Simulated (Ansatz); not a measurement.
C₃H₈GeO₂, SMILES `CC(C)[O][Ge][OH]`. Total charge 0; spin multiplicity 1.

```xyz
14

C    -1.269    0.400   -0.251
C     0.174   -0.065   -0.180
C     0.858   -0.014   -1.530
O     0.902    0.752    0.715
Ge    1.114    0.601    2.484
O     0.142   -0.853    2.869
H    -1.749    0.343    0.729
H    -1.307    1.439   -0.588
H    -1.843   -0.213   -0.950
H     0.193   -1.111    0.167
H     0.344   -0.654   -2.251
H     0.858    1.010   -1.910
H     1.894   -0.347   -1.446
H    -0.310   -1.289    2.142
```

Problem. List the harmonic frequencies (cm⁻¹, unscaled) at PBE0-D4/def2-TZVP in Ansatz. (Best estimate.)

Solution. Ansatz gave: 51, 98, 142, 226, 255, 281, 316, 404, 422, 461, 643, 673, 774, 872, 926, 946, 1018, 1155, 1165, 1197, 1357, 1377, 1395, 1406, 1470, 1476, 1484, 1499, 2960, 3047, 3053, 3125, 3128, 3134, 3139, 3861.

Problem. Is this a minimum?

Solution. Yes, all 36 modes are real.

Problem. Give the ideal-gas thermochemistry at 298.15 K and 1 bar (rigid rotor, harmonic oscillator; point group C1, symmetry number 1).

Solution. Zero-point energy 292.7 kJ/mol; H(298) − E = 317.2 kJ/mol; entropy 380.6 J/(mol·K), of which translation 171.2, rotation 118.1, vibration 91.2; G(298) − E = 203.8 kJ/mol. Modes under 100 cm⁻¹ are hindered rotations or soft bends, so the harmonic entropy is rough.

Problem. And at 400, 500, 600, 800 and 1000 K?

Solution. 
```tsv
T (K)	H − E (kJ/mol)	S (J/mol/K)	G − E (kJ/mol)
400	331.7	422.2	162.9
500	348.4	459.4	118.7
600	367.3	493.7	71.1
800	409.9	554.7	-33.9
1000	457.5	607.8	-150.3
```

Problem. Rotational constants (cm⁻¹)?

Solution. 0.1531, 0.04331, 0.03881.
